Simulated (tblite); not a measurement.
Compound: C5H9Cl2 (doublet state).
InChI=1S/C5H9Cl2/c1-5(2,3)4(6)7/h1-3H3

Computed with GFN2-xTB (tblite): harmonic, unscaled wavenumbers at the GFN2-xTB geometry, gas phase. Errors from tens to a few hundred cm⁻¹ against measured bands are possible. Open shells enter through the occupations alone, without spin polarisation, and single modes of such species can be off by tens of per cent.

Harmonic wavenumbers (cm⁻¹): 34.6, 153.9, 160.8, 210.6, 222.5, 237.1, 267.9, 298.4, 350.1, 373.7, 427.1, 480.3, 581.1, 823.4, 831.0, 948.9, 963.0, 965.9, 1004.1, 1025.5, 1037.4, 1204.6, 1235.2, 1250.5, 1391.4, 1401.0, 1422.5, 1478.8, 1486.4, 1487.8, 1493.1, 1497.9, 1506.8, 3032.4, 3038.4, 3041.1, 3042.3, 3044.4, 3045.7, 3049.3, 3052.3, 3053.7.

A = 1990, B = 1635, C = 1116 MHz; mass 139.008 u (most abundant isotopes); point group Cs, symmetry number 1; spin multiplicity 2.

Task: What is the zero-point energy?

Result: ½Σν̃ = 27826 cm⁻¹ = 332.87 kJ/mol.

Task: Give the ideal-gas entropy at 350 K and 1 bar in the rigid-rotor, harmonic-oscillator model (classical rotation).

Result: Translation 173.73, rotation 122.80, vibration 123.70, spin (R ln 2) 5.76: S = 426.0 J/(mol K).

Task: And Cp and H(350 K) − H(0)?

Result: Cp = 159.76 J/(mol K), of which vibrations give 126.50 (their classical limit is 42 R = 349.2); H(350 K) − H(0) = 34.71 kJ/mol without the zero-point energy, 23.07 from vibrations.

Task: Which modes carry the vibrational entropy at 350 K?

Result: 34.6 cm⁻¹: 24.54; 153.9 cm⁻¹: 12.26; 160.8 cm⁻¹: 11.91; 210.6 cm⁻¹: 9.77; 222.5 cm⁻¹: 9.34; 237.1 cm⁻¹: 8.85 J/(mol K); the other 36 give 47.04 together.

Task: How do the functions run with temperature in this model?

Result: 
```
 T (K)  S (J/(mol K))  Cp (J/(mol K))  H − H(0) (kJ/mol)  G − H(0) (kJ/mol)  ln q(vib)
    50          247.6            46.8               1.96             -10.42       0.49
   100          287.7            72.3               4.93             -23.84       1.33
298.15          401.7           143.5              26.85             -92.92       5.77
373.15          436.5           166.8              38.49            -124.37       7.47
   500          490.3           201.9              61.95            -183.21      10.28
   750          582.5           252.5             119.19            -317.65      15.53
  1000          660.1           286.6             186.85            -473.23      20.36
```

q(vib) and H(0) count from the zero-point level.

Task: What must be added to the electronic energy to get the Gibbs energy at 350 K and 1 bar?

Result: ZPE + [H(350 K) − H(0)] − T·S = 332.87 + 34.71 − 149.10 = 218.48 kJ/mol.

Hindered rotation and anharmonicity are outside this model.

The values belong to the conformer `[CH3:1][C:2]([CH3:3])([CH3:4])[C:5]([Cl:6])[Cl:7]`: C1–C2–C5–Cl6 47°.
